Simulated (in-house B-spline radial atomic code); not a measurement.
Values are calculated unless marked as measured or tabulated.
Building a PAW p channel for Rb, r_c = 1.62 bohr

Rb, [Kr] 5s1, non-relativistic LDA (VWN5), spherical and spin-unpolarised, from an all-electron radial atomic-structure program (B-spline basis) (atomic units; all potentials screened as in the neutral atom).

Two all-electron partial waves φ1, φ2 are integrated outwards at E1 = ε(4p) = -0.59217 and E2 = E1 + 2 hartree; φ1 is the bound orbital and φ2 has unit norm inside r_c = 1.6202 bohr. Smooth partners are polynomials, r^2(a0 + a1 r² + a2 r⁴ + a3 r⁶), matched to φ and three derivatives at r_c, with no condition on the norm. The local potential is -10.6412 + (9.29935) r² + (-3.50718) r⁴ + (0.495407) r⁶ inside 1.3265 bohr and the all-electron one outside.

```
wave     φ(r_c)     φ'(r_c)        a0          a1          a2            a3
   1  0.8155835  -0.2377276  1.114095  -0.5163556  0.09937245  -0.007336606
   2  0.1658354   -3.172588  2.966275   -2.074031   0.4675192   -0.03761083
```

Inside r_c the overlaps are <φi φj> = [[0.48755, 0.63702], [0.63702, 1.00000]] and, for the smooth waves, [[0.53003, 0.73538], [0.73538, 1.22726]]. With χj = (Ej − T − V_local) applied to smooth wave j, the program's quadrature gives the matrix B_ij = <smooth i, χj> as [[0.59966, 1.42855], [1.23184, 3.03000]].

**Question.** Check the match of the first wave, and find the augmentation charges q_ij.

**Answer.** At r_c the four terms are 2.92455, -3.55814, 1.79754, -0.34837, which sum to 0.8156, φ1(r_c) to rounding. q_ij is the all-electron overlap less the smooth one: [[-0.04248, -0.09836], [-0.09836, -0.22726]]. The smooth first wave has a norm of 0.5300 inside r_c against 0.4875, so q11 is negative and must stay small enough for the overlap operator to be positive.

**Question.** B isn't symmetric. Show that D_ij = B_ij + Ej q_ij is.

**Answer.** Integrating by parts gives B12 − B21 = (E1 − E2) q12: 1.42855 − (1.23184) = 0.19671, and −2 × (-0.09836) = 0.19671. So D12 = 1.42855 + (1.407830)(-0.09836) = 1.29008 and D21 = 1.23184 + (-0.59217)(-0.09836) = 1.29008; D11 = 0.62482, D22 = 2.71006. The projectors, p = (B⁻¹)ᵀ χ, are dual to the smooth waves; det B = 0.057.

Solving (T + V_local + Σ p D p) ψ = E (1 + Σ p q p) ψ in a sphere of 9 bohr gives these levels:

```json
{"all-electron": "-0.592169", "one projector": "-0.592169", "two projectors": "-0.592169"}
{"all-electron": "0.007065", "one projector": "0.006687", "two projectors": "0.007061"}
{"all-electron": "0.287396", "one projector": "0.285683", "two projectors": "0.287386"}
{"all-electron": "0.729947", "one projector": "0.723885", "two projectors": "0.729935"}
{"all-electron": "1.323220", "one projector": "1.305190", "two projectors": "1.323220"}
```

**Question.** What does the second projector gain?

**Answer.** With one projector the errors are 0.00, -0.38, -1.71, -6.06, -18.03 millihartree. With two the errors are 0.00, 0.00, -0.01, -0.01, 0.00 millihartree. The scattering is exact at E1 and at E2 = 1.408, and over all levels compared the largest error is 0.012 millihartree. The lowest eigenvalue of the overlap operator is 0.796 with one and 0.6001 with two projectors. The smooth orbital alone needs a cutoff of 7.22 hartree for 1 millihartree of kinetic energy, against 16.4 for a norm-conserving Troullier-Martins orbital of the same radius; part of the gain comes from giving up the norm, part from the simpler form.
